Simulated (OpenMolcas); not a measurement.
## Ar4+: CASPT2 settings compared

- Program: OpenMolcas
- Basis: ANO-R3 [6s5p4d2f1g]
- Scalar Hamiltonian: X2C, finite nucleus
- Active space: 2 electrons in 3 orbitals (3p)
- State averaging: 2S+1 = 3 even, 3 roots; 2S+1 = 1 even, 6 roots kept (CI in the orbitals of an earlier block)
- Spin-orbit coupling: state interaction with AMFI integrals over the reference wave functions, term energies averaged over their components

Methods on the same reference wave functions:
A. CASSCF
B. SS-CASPT2, IPEA 0.2 Eh, sigma1 regulariser 0.15 Eh (closed shells correlated: 2s 2p 3s)
C. SS-CASPT2, IPEA 0.1 Eh, no level shift (closed shells correlated: 2s 2p 3s)
D. SS-CASPT2, IPEA 0.4 Eh, imaginary shift 0.4 Eh (closed shells correlated: 2s 2p 3s)

Energies in cm-1 above 3s2 3p2 3P0, the measured ground level; measured values from Saloman, J. Phys. Chem. Ref. Data 39, 033101 (2010).

| Level | A | B | C | D | Measured |
| --- | --- | --- | --- | --- | --- |
| 3s2 3p2 3P0 | 0.0 | 0.0 | 0.0 | 0.0 | 0.0 |
| 3s2 3p2 3P1 | 694 | 710 | 710 | 710 | 763 |
| 3s2 3p2 3P2 | 1903 | 1908 | 1908 | 1907 | 2029 |
| 3s2 3p2 1D2 | 19526 | 15960 | 16130 | 15710 | 16299 |
| 3s2 3p2 1S0 | 46790 | 37900 | 38080 | 37680 | 37912 |

Deviations, from unrounded energies. A percentage is the sum of absolute deviations over the sum of measured energies, with the sign that they share, or ± where signs differ.

```json
{"Against measurement": "mean absolute deviation (cm-1)", "Levels": "4", "A": "3100", "B": "130", "C": "130", "D": "250"}
{"Against measurement": "fine structure of the ground term (%)", "Levels": "2", "A": "-7.0", "B": "-6.2", "C": "-6.3", "D": "-6.2"}
{"Against measurement": "other terms of the ground configuration (%)", "Levels": "2", "A": "+22.3", "B": "-0.6", "C": "±0.6", "D": "-1.5"}
```

B, C lie about equally close to measurement and A furthest from it. The largest miss of C in the table is 3s2 3p2 1D2, by -170 cm-1. The ranking rests on the paired levels alone, and a cruder setting can come out closer through cancelling errors.

Among B to D the level of the table that moves most is 3s2 3p2 1D2, by 420 cm-1 (lowest in D, highest in C). Moves below CASPT2's spread within the term are not significant.

The mean deviations of B to D differ by less than CASPT2's widest spread within a term (170 cm-1), so their order carries little weight.

From A to B the spin-free energies of the other terms of 3s2 3p2 shown, above 3P, scale by a factor of 0.80.

The lowest spin-free term lies below A's lowest term by 0.345 hartree in B, 0.347 hartree in C, 0.340 hartree in D.

CASPT2 does not keep the components of a term degenerate, so their means are used; among the terms shown or strongly mixed into the levels shown the widest spread is 170 cm-1 (3s2 3p2 1D, D). Terms from blocks run as CI alone lack orbitals of their own. With the s shell closed, the reference lacks s² → p² mixing. Measured partners are found by configuration, term and J. A level has none where our copy of the source lacks it or the pairing is in doubt (some pairs that miss far off the trend of their configuration count as doubtful), and it then counts in no deviation. Levels of configurations outside the active space are missing.
